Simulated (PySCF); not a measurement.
An unknown is described by computed data only.

Formula: C7H10N2Si.

| Property | Result |
| --- | --- |
| 1H NMR | chemical shifts (computed TMS as zero) by class: 7.79 (1 H), 7.51 (1 H), 7.35 (1 H), 7.00 (1 H), 6.75 (1 H), 6.70 (1 H), 5.11 (3 H), 3.41 (1 H) ppm [GIAO PBE0/pcSseg-1] |
| Dipole | 2.41 D [PBE0/pcSseg-1] |
| 13C NMR | chemical shifts (computed TMS as zero) by class: 153.2 (1 C), 139.0 (1 C), 139.0 (1 C), 132.9 (1 C), 120.5 (1 C), 119.9 (1 C), 119.8 (1 C) ppm [GIAO PBE0/pcSseg-1] |
| NMR, other nuclei | isotropic shieldings of nuclei other than C and H, by class: -87 (1 N), 186 (1 N), 452 (1 Si) ppm [GIAO PBE0/pcSseg-1] |
| Rotational structure | rotational constants A, B, C: 2.096, 0.991, 0.679 GHz [GFN2-xTB] |

Gas-phase values; electronic properties from PySCF, density fitting. Levels stand in brackets. Isolated species at its GFN2-xTB geometry (one conformer only). NMR classes are plain means over equivalent atoms (diastereotopic ones count apart unless rotation or inversion swaps them), as if these changed places fast.

**Question.** What is the compound? Reason from the data.

**Answer.** Numbering: `[CH2:1]=[N:2][c:3]1[cH:4][cH:5][cH:6][cH:7][c:8]1[NH:9][SiH3:10]`. Its formula, C7H10N2Si, gives 5 degrees of unsaturation: 1 ring and 4 π bonds in the structure found (Kekulé form). 7 carbons fall into 7 classes; from least to most shielded: aromatic carbon bearing nitrogen [C8] (153.2 ppm), imine carbon [C1] (139.0 ppm), aromatic CH carbon [C6] (139.0 ppm), aromatic carbon bearing nitrogen [C3] (132.9 ppm), aromatic CH carbon [C7] (120.5 ppm), aromatic CH carbon [C4] (119.9 ppm), aromatic CH carbon [C5] (119.8 ppm). Hydrogen classes from least to most shielded: 1 H on an imine carbon, C1 (7.79 ppm), 1 H on an aromatic CH carbon, C4 (7.51 ppm), 1 H on an aromatic CH carbon, C6 (7.35 ppm), 1 H on an imine carbon, C1 (7.00 ppm), 1 H on an aromatic CH carbon, C7 (6.75 ppm), 1 H on an aromatic CH carbon, C5 (6.70 ppm), 3 H on an SiH3 silicon, Si10 (5.11 ppm, a mean of values up to 0.8 ppm apart in this geometry), 1 H on a silicon-bound nitrogen, N9 (3.41 ppm). The other shieldings belong to: -87 ppm, imine nitrogen [N2]; 186 ppm, silicon-bound nitrogen [N9]; 452 ppm, SiH3 silicon [Si10]. By its constants the optimised geometry is an asymmetric top. Structure: `C=Nc1ccccc1N[SiH3]`. Computed isomers that give other values at the same levels: `C#CC[Si@@H]1C[C@H](C#N)CN1` (13C chemical shifts (computed TMS as zero) by class: 129.1 (1 C), 84.8 (1 C), 73.3 (1 C), 53.5 (1 C), 28.0 (1 C), 17.1 (1 C), 8.6 (1 C) ppm); `[H]/N=C\C[SiH2]c1cccnc1` (13C chemical shifts (computed TMS as zero) by class: 174.0 (1 C), 161.0 (1 C), 157.8 (1 C), 149.5 (1 C), 131.2 (1 C), 127.6 (1 C), 32.6 (1 C) ppm); `C=CCN([SiH3])C1=C[C@H]1C#N` (13C chemical shifts (computed TMS as zero) by class: 139.1 (1 C), 127.9 (1 C), 126.4 (1 C), 120.7 (1 C), 67.8 (1 C), 56.4 (1 C), 7.7 (1 C) ppm). The assignments are read from this structure; whether some other isomer fits the data as well wasn't checked.

The values belong to the conformer `[CH2:1]=[N:2][c:3]1[cH:4][cH:5][cH:6][cH:7][c:8]1[NH:9][SiH3:10]`: C1–N2–C3–C4 1°, C7–C8–N9–Si10 179°.
